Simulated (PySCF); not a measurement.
# Ho⁶⁵⁺ (holmium, charge +65): Hartree-Fock from Schrödinger to Dirac-Coulomb-Breit

Occupied: 1s1/2. Hartree-Fock calculated with PySCF 2.14 in an uncontracted even-tempered set (16 s from 16 bohr⁻², ratio 2.7; 13 p from 19 bohr⁻², ratio 2.7), Gaussian nucleus throughout. NR is non-relativistic, sf-X2C the spin-free one-electron X2C Hamiltonian, X2C adds the bare one-electron spin-orbit term, X2C-SNSO screens it by Boettger's factors, DC is four-component Dirac-Coulomb, and the Gaunt and Breit terms are added at first order (total energies over the DC spinors, levels after relaxing the spinors in that mean field). QED terms are absent. Levels marked empty are virtual spinors of this ion.

```json
{"Hamiltonian": "NR", "E (hartree)": "-4446.9606", "E − E(DC) (hartree)": "301.0326", "CPU seconds": "0.27"}
{"Hamiltonian": "sf-X2C", "E (hartree)": "-4745.8610", "E − E(DC) (hartree)": "2.1322", "CPU seconds": "0.15"}
{"Hamiltonian": "X2C", "E (hartree)": "-4745.8610", "E − E(DC) (hartree)": "2.1322", "CPU seconds": "0.15"}
{"Hamiltonian": "X2C-SNSO", "E (hartree)": "-4745.8610", "E − E(DC) (hartree)": "2.1322", "CPU seconds": "0.15"}
{"Hamiltonian": "DC", "E (hartree)": "-4747.9932", "E − E(DC) (hartree)": "0.0000", "CPU seconds": "2.4"}
{"Hamiltonian": "DC+Gaunt", "E (hartree)": "-4743.7233", "E − E(DC) (hartree)": "4.2698", "CPU seconds": "3.9"}
{"Hamiltonian": "DC+Breit", "E (hartree)": "-4743.7233", "E − E(DC) (hartree)": "4.2698", "CPU seconds": "35"}
```

```
   level (eV)        NR    sf-X2C       X2C  X2C-SNSO        DC  DC+Gaunt  DC+Breit
        1s1/2  -59937.3  -63917.0  -63917.0  -63917.0  -63974.6  -63859.3  -63859.3
2s1/2 (empty)  -14548.8  -15763.6  -15763.6  -15763.6  -15769.9  -15757.0  -15758.5
2p1/2 (empty)  -14423.7  -14912.0  -15618.5  -15606.4  -15603.3  -15576.0  -15579.9
2p3/2 (empty)  -14423.7  -14912.0  -14620.4  -14624.5  -14628.9  -14615.6  -14619.5
3s1/2 (empty)   -6417.4   -6845.7   -6845.7   -6845.7   -6847.5   -6843.8   -6844.3
```

```
interval (eV)    X2C  X2C-SNSO     DC  DC+Gaunt  DC+Breit
2p3/2 − 2p1/2  998.2     981.9  974.3     960.5     960.5
```

Weight of the small component: 1s1/2 0.0632, 2s1/2 0.0155, 2p1/2 0.0154, 2p3/2 0.0144, 3s1/2 0.00680.

Koopmans' value for the highest occupied level at DC+Breit: 63859.3 eV, against an ionisation energy of 63772.42 ± 0.11 eV (theoretical estimate listed by NIST; NIST Atomic Spectra Database, ionization energies); the former lacks relaxation, correlation, QED and recoil.

The whole ladder took 43 s of wall time on 1 thread of Neoverse-V1 (shared host), launched as `OMP_NUM_THREADS=1 python relrun2.py TASK.json OUT` (a driver that calls PySCF for each Hamiltonian).
